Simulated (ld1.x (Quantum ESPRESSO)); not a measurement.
## B: variants of one RRKJ potential

Base potential:

```json
{
  "Element": "boron",
  "Generator": "ld1.x (Quantum ESPRESSO) 7.5",
  "Type": "norm-conserving RRKJ (Kleinman–Bylander form)",
  "Functional": "Wu–Cohen",
  "Relativity": "scalar-relativistic",
  "Frozen core": "[He]",
  "Valence charge": "3",
  "Reference configuration": "2s2 2p0.5 (charge +0.5)",
  "Partial waves": "2s (bound): rc 1.55 bohr; 2p (bound): rc 3.10 bohr; 3d channel at 0.35 Ry: rc 2.45 bohr",
  "Local potential": "the d channel",
  "Core correction": "none",
  "rho0": "0.02"
}
```

All-electron outer shells of the reference configuration (Wu–Cohen, scalar-relativistic, ld1.x):

| shell | level (eV) | outermost node (bohr) | outermost maximum (bohr) |
| --- | --- | --- | --- |
| 2s | -14.06 | 0.46 | 1.50 |
| 2p | -8.02 | – | 1.50 |

Cutoffs, loose and tight: the cutoffs (Ry, on a coarse ladder) from which the occupation-weighted sum of valence levels, in a spherical-Bessel basis at the reference potential, stays within 10 and 1 mRy of its value at 400 Ry. They do not see the model core or the augmentation charge, which bear on the density cutoff. Test errors are all-electron minus pseudo excitation energies from the reference, over the configurations 2s2 2p1; 2s2 2p0; 2s1 2p0; 2s0 2p3; 2s2 2p1.3; 2s1 2p1; 2s1 2p2. A dash means not determined; rows that change the core or the reference have their own tests.

A true bound ghost makes a file unfit for plane-wave use even where its test errors are small: the radial tests pick states by their node count and pass the ghost by.

```csv
change,outcome,"cutoff, loose","cutoff, tight",bound ghosts,largest test error (meV)
base,generated,21 Ry,50 Ry,none,+211
wave 3d channel at 0.35 Ry: rc 2.45 bohr becomes 3d channel at 0.94 Ry: rc 2.45 bohr,generated,21 Ry,50 Ry,none,+210
wave 3d channel at 0.35 Ry: rc 2.45 bohr becomes 3d channel at 0.35 Ry: rc 1.60 bohr,generated,21 Ry,45 Ry,none,+209
local potential the s channel,generated,18 Ry,50 Ry,none,+206
wave 2p (bound): rc 3.10 bohr becomes 2p (bound): rc 3.74 bohr,generated,21 Ry,50 Ry,none,+357
wave 2s (bound): rc 1.55 bohr becomes 2s (bound): rc 2.22 bohr,generated,21 Ry,30 Ry,none,+217
"all radii scaled by about 1.15 (s 1.78, p 3.58, d 2.82 bohr)",generated,21 Ry,30 Ry,none,+308
core correction a·sin(br)/r model core inside 1.74 bohr,generated,21 Ry,50 Ry,none,+211
functional PW91,generated,21 Ry,45 Ry,none,+228
```

(1) What comes out with this change to the base: type TM; local potential all-electron potential smoothed inside 2.35 bohr (lloc = -1); rho0 0?

(2) What comes out with this change to the base: functional BLYP?

(3) What comes out with this change to the base: wave 2p (bound): rc 3.10 bohr becomes 2p (bound): rc 2.42 bohr?

Results:

(1) outcome: generated; cutoff, loose: 18 Ry; cutoff, tight: 50 Ry; bound ghosts: s; largest test error (meV): +117.

(2) outcome: generated; cutoff, loose: 25 Ry; cutoff, tight: 45 Ry; bound ghosts: none; largest test error (meV): +267.

(3) outcome: generated; cutoff, loose: 21 Ry; cutoff, tight: 50 Ry; bound ghosts: none; largest test error (meV): +105.
